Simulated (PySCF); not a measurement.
Molecule: `BCC=C`, C₃H₇B.

Molfile (atoms numbered from 1):
```
C3H7B
     RDKit          3D

 11 10  0  0  0  0  0  0  0  0999 V2000
   -1.8145    0.3984    0.1753 B   0  0  0  0  0  0  0  0  0  0  0  0
   -0.5864   -0.2749   -0.4991 C   0  0  0  0  0  0  0  0  0  0  0  0
    0.6943   -0.3409    0.2640 C   0  0  0  0  0  0  0  0  0  0  0  0
    1.8893    0.0290   -0.1994 C   0  0  0  0  0  0  0  0  0  0  0  0
   -1.8801    0.5018    1.3801 H   0  0  0  0  0  0  0  0  0  0  0  0
   -2.7649    0.7354   -0.4940 H   0  0  0  0  0  0  0  0  0  0  0  0
   -0.4376    0.0261   -1.5486 H   0  0  0  0  0  0  0  0  0  0  0  0
   -1.0327   -1.3020   -0.5678 H   0  0  0  0  0  0  0  0  0  0  0  0
    0.6172   -0.7007    1.2981 H   0  0  0  0  0  0  0  0  0  0  0  0
    2.0170    0.4009   -1.2216 H   0  0  0  0  0  0  0  0  0  0  0  0
    2.7840   -0.0218    0.4262 H   0  0  0  0  0  0  0  0  0  0  0  0
  1  2  1  0
  2  3  1  0
  3  4  2  0
  1  5  1  0
  1  6  1  0
  2  7  1  0
  2  8  1  0
  3  9  1  0
  4 10  1  0
  4 11  1  0
M  END
```

Spin–spin couplings on one PBE0-D3(BJ)/def2-SVP geometry, PySCF 2.14.0 with density-fitted response routines, gas phase, non-relativistic, equivalent pairs averaged (spin–dipole term only in couplings to heteroatoms); isotopes $^{13}$C, $^{1}$H, $^{11}$B; functional B3LYP.

Problem. How do the couplings (Hz) change with the basis set? Times are CPU seconds on shared hosts with different chips, so compare them loosely. Far from the basis limit: 6-31G*, pcJ-0, def2-TZVP, cc-pVTZ.

Solution. 
```
    basis set  functions  $^{1}J$(C4,H11)  $^{1}J$(C4,H10)  $^{1}J$(C3,H9)  $^{1}J$(B1,H5)  $^{1}J$(C2,H7)  $^{1}J$(C3,C4)  $^{1}J$(C2,C3)  core-s
       6-31G*         70            168.2            164.7           159.6           145.6           131.1            88.3            58.3       4
        pcJ-0         73            148.2            144.1           142.1           122.7           101.5            57.6            36.0     3.6
    def2-TZVP        166            160.5            155.5           153.6           132.0           111.2            75.6            44.8      10
        pcJ-1        178            169.2            163.5           159.9           137.4           117.6            77.3            46.4      22
      cc-pVTZ        218            153.2            148.5           145.3           134.5           103.5            81.4            35.1      18
aug-cc-pVTZ-J        324            171.0            165.5           162.5           139.1           118.1            73.8            44.1      29
```

The Fermi-contact term samples the wavefunction at the nucleus, which is why sets with added tight s functions (names with J) are made for couplings.
